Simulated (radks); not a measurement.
All-electron atom: Te2+ in [Kr] 4d9 5s2 5p3 (not the ground configuration). Calculated with a radial shooting solver on a logarithmic mesh with Libxc functionals: scalar-relativistic Kohn-Sham, PBEsol, spin-polarised, spherical densities, finite nucleus; open shells are filled with parallel spins first (spin-orbit coupling, left out, can overturn this in heavy ions); Fermi nuclear charge, rms radius 4.7423 fm. Some entries of the table are withheld. Estimate them.

orbital,occ.,eigenvalue (hartree),<1/r> (bohr^-1),<r^2> (bohr^2)
1s up,1,-1162.744,55.55,0.001049
1s down,1,-1162.739,55.55,0.001049
2s up,1,-179.2405,12.71,0.01695
2s down,1,-179.2264,12.71,0.01695
2p up,3,-161.0471,12.18,0.01340
2p down,3,-161.0342,12.18,0.01340
3s up,1,-36.50782,4.543,0.1187
3s down,1,-36.49737,4.543,0.1187
3p up,3,-30.59455,4.322,0.1190
3p down,3,-30.58283,4.322,0.1190
3d up,5,-21.64873,4.088,0.1043
3d down,5,-21.63383,4.089,0.1043
4s up,1,-7.05497,1.833,0.6541
4s down,1,-7.00897,1.833,0.6537
4p up,3,-5.20863,1.678,0.7565
4p down,3,-5.16218,1.679,0.7551
4d up,5,-2.50744,1.397,(1)
4d down,4,-2.45694,1.401,(2)
5s up,1,-1.33426,0.6812,4.098
5s down,1,-1.23412,0.6863,4.094
5p up,3,-0.92513,(3),5.584
5p down,0,-0.82362,(4),5.763

Answer. 
(1) 4d up <r^2> (bohr^2): 1.056
(2) 4d down <r^2> (bohr^2): 1.045
(3) 5p up <1/r> (bohr^-1): 0.5775
(4) 5p down <1/r> (bohr^-1): 0.5731
